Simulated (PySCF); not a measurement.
Ta(NH)(OH)2(Me) (CH₆NO₂Ta), SMILES [CH3][Ta](=[NH])([OH])[OH], multiplicity 1.

Geometry: PBE-D3(BJ)/def2-SVP. The multiplicity is an assumed one; other spin states were not compared. The def2 effective core potentials stand for the cores of Ta; spin–orbit coupling is left out. The values are those of a single conformer.

Computed with PySCF with PBE-D3(BJ)/def2-SVP.

Frequencies are harmonic and unscaled.

Computed vibrational spectrum:
```csv
mode,ν (cm⁻¹),IR (km/mol),moving atoms (share of kinetic energy)
1,154,0.2,"H 47 %, O 24 %, C 23 %"
2,156,1.9,"O 59 %, H 20 %, Ta 11 %"
3,168,0.1,"H 81 %, C 9 %, O 8 %"
4,176,5.6,"O 48 %, H 21 %, Ta 14 %, C 12 %"
5,203,11.5,"N 49 %, H 26 %, O 21 %"
6,206,3.0,"N 42 %, H 25 %, O 20 %, C 10 %"
7,370,211.3,"H 83 %, O 13 %"
8,375,5.1,"H 82 %, O 15 %"
9,455,271.9,"H 81 %, O 18 %"
10,493,129.6,"H 65 %, C 21 %, O 12 %"
11,522,39.9,"C 46 %, H 43 %"
12,553,10.4,"H 76 %, C 17 %"
13,569,122.7,"H 77 %, N 12 %"
14,582,0.1,"H 75 %, N 13 %, O 11 %"
15,625,3.9,"H 72 %, C 17 %"
16,689,56.8,"O 78 %, H 14 %"
17,698,105.9,"O 66 %, H 18 %, Ta 14 %"
18,959,100.2,"N 84 %, Ta 8 %"
19,1143,5.9,"H 79 %, C 21 %"
20,1356,6.3,H 95 %
21,1362,7.0,H 95 %
22,2949,2.1,H 97 %
23,3048,6.6,"H 91 %, C 9 %"
24,3063,3.7,"H 91 %, C 9 %"
25,3586,106.1,H 92 %
26,3793,278.0,H 94 %
27,3796,76.5,H 94 %
```
